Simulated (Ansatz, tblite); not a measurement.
Removing and adding an electron: Te₆Mo₃. Charge 0, multiplicity 1. Geometry: PBE-D4/def2-SVP. Ansatz, gas phase; energy differences of separate SCF runs; the oxidised species was run as a doublet alone; the reduced species was run as a doublet alone.

Cartesian coordinates in Å:
```
Mo -0.231 0.558 1.094
Mo 1.008 -1.217 0.257
Mo -0.201 0.359 -1.615
Te -1.336 0.133 3.470
Te -2.429 0.925 -0.351
Te 2.056 1.196 -0.220
Te -0.086 -2.258 -1.938
Te 0.955 -1.478 2.922
Te 0.265 1.782 -3.619
```

In the def2 sets Mo, Te take a core potential; there is no spin–orbit coupling. The xTB rows come from tblite. Single mean-field runs in def2-TZVP are fitted with def2-universal-jkfit.

| level | −HOMO (eV) | vertical IE (eV) | −LUMO (eV) | vertical EA (eV) | HOMO–LUMO gap (eV) | IE − EA (eV) | remarks |
| --- | --- | --- | --- | --- | --- | --- | --- |
| GFN1-xTB | 9.86 | 12.00 | 9.16 | 7.06 | 0.70 | 4.94 | – |
| r2SCAN-D4/def2-TZVP | 5.27 | 6.97 | 4.30 | 2.72 | 0.97 | 4.25 | restricted SCF unstable in HF (singlet) |
| r2SCANh-D4/def2-TZVP | 5.58 | 7.03 | 4.10 | 2.81 | 1.48 | 4.22 | restricted SCF unstable in HF (singlet), spin-contaminated (⟨S²⟩ 0.89) (+1 doublet), spin-contaminated (⟨S²⟩ 0.92) (-1 doublet) |

Question: Estimate the rows for GFN2-xTB, PBE-D4/def2-TZVP, PBE0-D4/def2-TZVP.

Answer: 
| level | −HOMO (eV) | vertical IE (eV) | −LUMO (eV) | vertical EA (eV) | HOMO–LUMO gap (eV) | IE − EA (eV) | remarks |
| --- | --- | --- | --- | --- | --- | --- | --- |
| GFN2-xTB | 10.42 | 12.74 | 9.75 | – | 0.68 | – | – |
| PBE-D4/def2-TZVP | 5.05 | 6.84 | 4.24 | 2.58 | 0.81 | 4.26 | restricted SCF unstable in HF (singlet) |
| PBE0-D4/def2-TZVP | 5.90 | 7.04 | 3.76 | 2.82 | 2.14 | 4.22 | restricted SCF unstable in HF (singlet), spin-contaminated (⟨S²⟩ 0.87) (+1 doublet), spin-contaminated (⟨S²⟩ 0.89) (-1 doublet) |

Relaxing the reduced species (PBE-D4/def2-SVP) changes its energy by -0.20 eV at PBE-D4/def2-TZVP, so the adiabatic electron affinity to this nearest minimum is 2.78 eV. At PBE0-D4/def2-TZVP it is 3.06 eV.  Run but left out: BHLYP-D4/def2-TZVP (singlet: restricted singlet, unstable in another Hartree–Fock run and untested here); LC-ωPBE/def2-TZVP (charge +1 doublet: ⟨S²⟩ 1.87, where a pure state has 0.75); LC-ωPBE/def2-TZVP (charge -1 doublet: ⟨S²⟩ 1.60, where a pure state has 0.75).   Raw xTB energy differences between charge states are shifted by several eV; the methods need an empirical correction for them. Sets without diffuse functions give affinities that are too small.
